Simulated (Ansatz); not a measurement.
Reaction (ligand exchange at the Si–C bond): `CO[SiH2]C#N` + H₂Se → `CO[SiH2][SeH]` + `C#N`

Gas-phase electronic energies from Ansatz, PBE0-D4/def2-TZVP geometries. CBS: MP2 limit from def2 TZ/QZ plus the TZ coupled-cluster correction, frozen cores. This one scheme is used for every species. Functionals use def2-TZVPP. For Se outer-core shells are correlated without core-valence functions, which leaves a few kJ/mol of doubt a bond. Scalar relativity is left out up to krypton. One conformer a species, not always the lowest.

`CO[SiH2]C#N`:

```xyz
10

C     1.102    0.955    0.595
O    -0.167    1.030   -0.027
Si   -0.857   -0.188   -0.851
C    -1.037   -1.661    0.269
N    -1.119   -2.566    0.977
H     1.886    0.715   -0.131
H     1.317    1.929    1.035
H     1.107    0.200    1.387
H    -2.203    0.243   -1.267
H    -0.029   -0.659   -1.987
```

H₂Se:

```xyz
3

Se   -0.679   -0.063   -0.055
H     0.465   -0.877   -0.478
H     0.214    0.941    0.533
```

`CO[SiH2][SeH]`:

Cartesian coordinates in Å:
```
C 0.655 -1.562 -0.134
O 0.328 -0.376 0.558
Si -0.723 0.729 -0.041
Se -0.682 2.599 1.231
H -0.188 -2.261 -0.145
H 0.954 -1.357 -1.169
H 1.492 -2.035 0.381
H -0.358 1.031 -1.451
H -2.128 0.248 0.025
H 0.650 2.984 0.745
```

`C#N`:

Z-matrix (Å, degrees):
```
C
N 1 1.146
H 1 1.069 2 180.0
```

```
             level  ΔE (kcal/mol)  difference from CCSD(T)/CBS
            PBE-D4           -5.1                         -0.4
         revPBE-D4           -5.1                         -0.4
           BLYP-D4           -3.4                          1.3
        r2SCANh-D4           -4.5                          0.2
        r2SCAN0-D4           -4.7                          0.0
          BHLYP-D4           -3.6                          1.1
      CAM-B3LYP-D4           -2.9                          1.8
           ωB97M-V           -3.9                          0.8
              BLYP           -2.7                          2.0
            r2SCAN           -4.3                          0.4
RPA@PBE/def2-TZVPP           -2.5                          2.2
       HF/def2-SVP           -1.4                          3.3
CCSD(T)/def2-TZVPP           -3.5                          1.2
     HF/def2-QZVPP           -1.9                          2.8
      HF/CBS(def2)           -1.9                          2.8
    CCSD/CBS(def2)           -4.5                          0.2
       CCSD(T)/CBS           -4.7                            0
```

Largest T1 diagnostic among the species: 0.014.

Leaving LDA and LC-ωPBE aside and taking each functional with its dispersion term where it has one, the values, not all of them listed here, spread over 2.3 kcal/mol, from HSE06-D4 to CAM-B3LYP-D4. In def2-TZVPP, CCSD(T) changes the Hartree–Fock value by −1.5 kcal/mol (the triples alone add −0.2 kcal/mol) and MP2 by −2.2 kcal/mol.
